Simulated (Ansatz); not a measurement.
Species: CH₅GaN, charge 0, doublet. CH5GaN (SMILES [CH3][Ga][NH2], doublet).
B3LYP-D3(BJ)/def2-TZVP minimum from Ansatz (a first-principles code):
```xyz
8

Ga     0.2369     0.1743     0.2778
C     -0.6462     1.1116    -1.2803
H     -1.7212     1.1375    -1.0936
H     -0.4482     0.5282    -2.1814
H     -0.2745     2.1253    -1.4071
N     -0.0910    -1.6390     0.4089
H     -0.6607    -2.1575    -0.2442
H      0.2752    -2.2328     1.1351
```
Charge 0, spin multiplicity 2.

Quantity: atomisation energy (electronic, to ground-state atoms), in kcal/mol. Open shells are spin-unrestricted; no spin-orbit coupling. Correlated methods leave the cores frozen (noble-gas shells, and filled d and f shells in the p block). No relativity. CBS(X,Y): correlation extrapolated as X^-3, Hartree-Fock from the larger set. A bracket is a step between two methods taken in the basis named. Double hybrids freeze cores in their MP2 part. For partners of very few electrons the exact lower level stands in for a higher one. The spin of CH5GaN ([CH3][Ga][NH2], doublet) was assumed, and the state is the lowest solution found for it.

CCSD(T)/CBS(cc-pVTZ,cc-pVQZ) + [CCSDT(Q) - CCSD(T)]/cc-pVDZ (Ansatz) gives 611.8 kcal/mol.

Task: How far off this value is PBE/def2-TZVPD (Ansatz), in which direction, and how far these levels: PBE0/def2-TZVPD, B2PLYP/def2-TZVPD, CCSD(T)/CBS(cc-pVTZ,cc-pVQZ)?

Result: PBE gives 619.0 kcal/mol, 7.2 kcal/mol above it. Differences of the others: PBE0/def2-TZVPD (Ansatz) -2.9; B2PLYP/def2-TZVPD (Ansatz) -9.1; CCSD(T)/CBS(cc-pVTZ,cc-pVQZ) (Ansatz) -0.8 kcal/mol.
